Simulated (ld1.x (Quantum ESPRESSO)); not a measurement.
**Reading a pseudo-wave (rubidium)**

Columns: radius, all-electron u(r) and pseudo u(r) of the 5s shell (level -2.37 eV) of rubidium in the configuration [Kr] 5s1 5p0; LDA (PZ), scalar-relativistic, TM semilocal scheme, ld1.x (Quantum ESPRESSO) 7.5.

| r (bohr) | all-electron | pseudo |
| --- | --- | --- |
| 0.200 | -0.0112 | 0.0095 |
| 0.400 | 0.1207 | 0.0196 |
| 0.600 | 0.0040 | 0.0307 |
| 0.800 | -0.1343 | 0.0435 |
| 1.000 | -0.2028 | 0.0586 |
| 1.200 | -0.2014 | 0.0767 |
| 1.400 | -0.1525 | 0.0984 |
| 1.600 | -0.0780 | 0.1245 |
| 1.800 | 0.0062 | 0.1551 |
| 2.000 | 0.0902 | 0.1903 |
| 2.200 | 0.1684 | 0.2294 |
| 2.400 | 0.2378 | 0.2710 |
| 2.600 | 0.2975 | 0.3131 |
| 2.800 | 0.3473 | 0.3533 |
| 3.000 | 0.3877 | 0.3895 |
| 3.200 | 0.4197 | 0.4201 |
| 3.400 | 0.4441 | 0.4441 |
| 3.600 | 0.4618 | 0.4618 |
| 3.800 | 0.4737 | 0.4737 |
| 4.000 | 0.4806 | 0.4806 |
| 4.200 | 0.4832 | 0.4832 |
| 4.400 | 0.4820 | 0.4820 |
| 4.600 | 0.4777 | 0.4777 |
| 4.800 | 0.4707 | 0.4707 |
| 5.000 | 0.4614 | 0.4614 |
| 5.200 | 0.4502 | 0.4502 |

How many radial nodes do the two functions have?

The all-electron 5s function has n − l − 1 = 4 (the table is too coarse to show those close to the nucleus); the pseudo-wave has 0, since the states of the same l below it are removed with the core.

At about which radius was the pseudo-wave matched?

3.75 bohr. The columns agree to 0.0005 from 3.20 bohr on; several derivatives are matched, so the curves merge somewhat inside the radius.

Is the pseudo-wave norm-conserving?

Yes: the TM semilocal scheme keeps the norm inside the radius equal to the all-electron one, which fixes the energy derivative of the logarithmic derivative at the level.
